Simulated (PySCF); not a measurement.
## Computed spin Hamiltonian

C5H4ClF2 (doublet state).
Z-matrix (Å and degrees, GFN2-xTB geometry), rows numbered from 1:
```
C 
C   1  1.4246
C   2  1.5298  1  119.81
C   3  1.3005  2   65.30  1  -105.42
C   4  1.4581  2  143.94  3  -169.59
F   5  1.3464  4  113.07  2   -56.50
F   5  1.3486  4  112.60  2  -176.29
Cl  5  1.8080  4  109.61  2    63.37
H   1  1.0730  2  120.37  3    28.04
H   1  1.0718  2  120.80  3  -152.63
H   2  1.0848  1  116.43  3   152.01
H   3  1.0627  2  144.85  4   172.11
```

The hyperfine couplings belong to this conformer and change with its torsions.

As a line formula: `C1([C@H]([CH2])C=1)C(F)(Cl)F` [radical].

Level of theory: PySCF 2.14.0, UKS B3LYP, pcH-1 on C Cl F H, non-relativistic, mean-field spin-orbit, GIAO. One conformer (not necessarily the lowest) at the GFN2-xTB geometry, without solvent, vibrations or thermal averaging. Couplings are sensitive to structure, and on GFN2-xTB geometries they can be far from those on DFT ones. The SCF solution wasn't tested for stability.

```
g1, g2, g3                      : 2.00149, 2.00250, 2.00281
g_iso                           : 2.00227
Form of g                       : rhombic: the two nearest values differ by 24 % of g3 − g1
⟨S²⟩                            : 0.7561 (exact 0.7500)
HOMO–LUMO gap, α and β orbitals : 4.14, 5.61 eV
```

Isotropic coupling and dipolar principal values T1 to T3, in 10⁻⁴ cm⁻¹; ρ(0) is the spin density at the nucleus (1 × 10⁻⁴ cm⁻¹ = 2.998 MHz):

```tsv
atom	isotope	a_iso	of which spin–orbit	T1	T2	T3	Mulliken spin population	ρ(0) (bohr⁻³)
C1	13C	25.9	0.0	-24.6	-24.3	48.8	0.98	0.0691
C2	13C	-13.8	0.0	-2.0	0.0	2.0	-0.11	-0.0367
C3	13C	26.8	0.0	-3.4	-3.0	6.4	0.10	0.0714
C4	13C	29.3	0.0	-3.5	-3.1	6.7	0.10	0.0781
C5	13C	7.4	0.0	-0.7	-0.6	1.3	0.01	0.0197
F6	19F	1.3	0.0	-1.1	-0.5	1.6	0.00	0.0010
F7	19F	9.4	0.0	-4.7	-4.4	9.1	0.00	0.0067
Cl8	35Cl	1.0	0.0	-0.4	-0.3	0.7	0.00	0.0066
H9	1H	-19.2	0.0	-11.6	-0.2	11.8	-0.04	-0.0129
H10	1H	-19.6	0.0	-12.0	0.0	12.0	-0.04	-0.0131
H11	1H	0.4	0.0	-1.3	-0.7	2.0	0.00	0.0003
H12	1H	7.2	0.0	-1.5	-0.6	2.1	0.01	0.0048
```

The Mulliken spin populations are largest on C1 (+0.98), C2 (-0.11), C4 (+0.10) and C3 (+0.10). No atom but C1 exceeds +0.15. The angles at C1 add up to 360.0°, so it is planar; its axial dipolar tensor and the negative couplings of its protons fit spin in a p orbital normal to that plane.

Under fast tumbling the dipolar parts average out, and these isotropic splittings remain (the largest six): 1 × 1H (H10, I = 1/2, 2 lines) with 2.09 mT, 1 × 1H (H9, I = 1/2, 2 lines) with 2.05 mT, 1 × 19F (F7, I = 1/2, 2 lines) with 1.00 mT, 1 × 1H (H12, I = 1/2, 2 lines) with 0.77 mT, 1 × 19F (F6, I = 1/2, 2 lines) with 0.14 mT and 1 × 35Cl (Cl8, I = 3/2, 4 lines) with 0.10 mT.

H9 and H10 aren't averaged: C1 is flat or nearly so (angle sum 360°), and its turn about the short C1–C2 bond (1.42 Å) is taken as slow.

Main isotope only: 35Cl (natural samples also hold 24 % 37Cl, magnetic too, which adds its own pattern).

The 13C coupling of C4 (87.8 MHz) shows only in satellite lines or after enrichment, since that isotope makes up about 1.07 % of natural carbon.

The spin density at the nucleus, in bohr⁻³, is negative for C2 (-0.0367), H10 (-0.0131) and H9 (-0.0129), for instance. A restricted open-shell determinant has no negative spin density anywhere; here it arises because α and β orbitals differ (spin polarisation).
